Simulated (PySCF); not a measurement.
Molfile (atoms numbered from 1):
```
C3H8BN
     RDKit          3D

 13 13  0  0  0  0  0  0  0  0999 V2000
    1.5891    0.6129    0.4867 B   0  0  0  0  0  0  0  0  0  0  0  0
    0.5583   -0.2716    0.2416 N   0  0  0  0  0  0  0  0  0  0  0  0
    0.0995   -1.4302   -0.4404 C   0  0  0  0  0  0  0  0  0  0  0  0
   -0.8078   -0.6168    0.4358 C   0  0  2  0  0  0  0  0  0  0  0  0
   -1.8782    0.2688   -0.1386 C   0  0  0  0  0  0  0  0  0  0  0  0
    2.6651    0.4143   -0.0298 H   0  0  0  0  0  0  0  0  0  0  0  0
    1.3819    1.5586    1.2137 H   0  0  0  0  0  0  0  0  0  0  0  0
    0.4560   -2.4041   -0.0829 H   0  0  0  0  0  0  0  0  0  0  0  0
   -0.0245   -1.3585   -1.5279 H   0  0  0  0  0  0  0  0  0  0  0  0
   -1.0413   -1.0493    1.4192 H   0  0  0  0  0  0  0  0  0  0  0  0
   -2.0566    1.1363    0.5150 H   0  0  0  0  0  0  0  0  0  0  0  0
   -1.5809    0.6447   -1.1286 H   0  0  0  0  0  0  0  0  0  0  0  0
   -2.8270   -0.2797   -0.2415 H   0  0  0  0  0  0  0  0  0  0  0  0
  1  2  1  0
  2  3  1  0
  3  4  1  0
  4  5  1  0
  4  2  1  0
  1  6  1  0
  1  7  1  0
  3  8  1  0
  3  9  1  0
  4 10  1  1
  5 11  1  0
  5 12  1  0
  5 13  1  0
M  END
```

Geometry: PBE0-D3(BJ)/def2-SVP; GIAO shifts from PySCF 2.14, gas phase, non-relativistic, averaged over equivalent atoms.

At BHandHLYP/pcSseg-2 (292 basis functions, 29 s wall time on 1 thread of an Arm Neoverse V1, shared host):
```json
{"atoms": "B1", "δ (ppm)": "37.4"}
{"atoms": "N2", "δ (ppm)": "125.2"}
{"atoms": "C4", "δ (ppm)": "29.2"}
{"atoms": "C3", "δ (ppm)": "27.7"}
{"atoms": "C5", "δ (ppm)": "21.8"}
{"atoms": "H6/H7", "δ (ppm)": "4.92"}
{"atoms": "H10", "δ (ppm)": "2.24"}
{"atoms": "H8", "δ (ppm)": "2.11"}
{"atoms": "H9", "δ (ppm)": "1.64"}
{"atoms": "H11/H12/H13", "δ (ppm)": "1.23"}
```

δ = σ(ref) − σ, references computed at the same level: $^{11}$B (σ = 103.56 ppm) against BF3·OEt2; $^{15}$N (σ = 259.78 ppm) against NH3; $^{13}$C (σ = 184.26 ppm), $^{1}$H (σ = 31.45 ppm) vs TMS.

Question: Estimate the result of repeating the calculation with B97-2/pcSseg-2.

Answer: 
```
      atoms  δ at B97-2/pcSseg-2  change
         B1                 34.2    -3.2
         N2                130.5    +5.3
         C4                 31.1    +1.9
         C3                 29.2    +1.5
         C5                 21.8    +0.0
      H6/H7                 5.01   +0.09
        H10                 2.32   +0.08
         H8                 2.15   +0.04
         H9                 1.67   +0.03
H11/H12/H13                 1.21   -0.02
```

Shifts are taken against calculated references (same method and geometry level): $^{11}$B (σref 100.12) vs BF3·OEt2; $^{15}$N (σref 259.60) against NH3; $^{13}$C (σref 183.46) and $^{1}$H (σref 31.36) against TMS.

The largest change is at N2 (nitrogen bonded to 2 C, B, in a 3-membered ring). Cost: 292 basis functions, 30 s wall time on 1 thread of an Arm Neoverse V1, shared host. The order of the carbon signals is the same at both levels.

Experimental scales use liquid or dissolved standards, which lie at an offset from isolated NH3 (liquid NH3: subtract about 20 ppm).
